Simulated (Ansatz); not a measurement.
Start from `F[SiH2][AlH][GeH3]` and change one atom or group to get `F[SiH2][AlH2]`.

Ansatz, PBE0-D4/def2-TZVP geometries, multiplicity 1. Each molecule was computed in one conformer, which needn't be the lowest.

Scalar relativity is left out up to krypton.

| property | `F[SiH2][AlH][GeH3]` |
| --- | --- |
| LUMO energy (PBE/def2-TZVPP) / eV | -3.25 |
| HOMO–LUMO gap (PBE0/def2-TZVPP) / eV | 4.84 |
| LUMO energy (PBE0/def2-TZVPP) / eV | -2.52 |
| HOMO–LUMO gap (PBE/def2-TZVPP) / eV | 3.07 |
| size of the dipole moment (B3LYP/def2-TZVPP) / D | 0.96 |
| LUMO energy (ωB97M-V/def2-TZVPP) / eV | -0.87 |

Task: What does the change do to each property? (Estimate.)

Result: The calculation gave: 
```csv
property,`F[SiH2][AlH2]`,shift
LUMO energy (PBE/def2-TZVPP) / eV,-3.03,0.22
HOMO–LUMO gap (PBE0/def2-TZVPP) / eV,5.38,0.54
LUMO energy (PBE0/def2-TZVPP) / eV,-2.27,0.25
HOMO–LUMO gap (PBE/def2-TZVPP) / eV,3.49,0.42
size of the dipole moment (B3LYP/def2-TZVPP) / D,1.34,0.38
LUMO energy (ωB97M-V/def2-TZVPP) / eV,-0.62,0.25
```

With PBE0 the HOMO falls by 0.29 eV and the LUMO rises by 0.25 eV, so the gap widens by about 0.54 eV. PBE moves the HOMO by -0.21 eV and ωB97M-V by -0.36 eV. Dipoles are sizes alone; their direction can turn.

B3LYP here is the variant with VWN-RPA as its local correlation; programs differ in this.
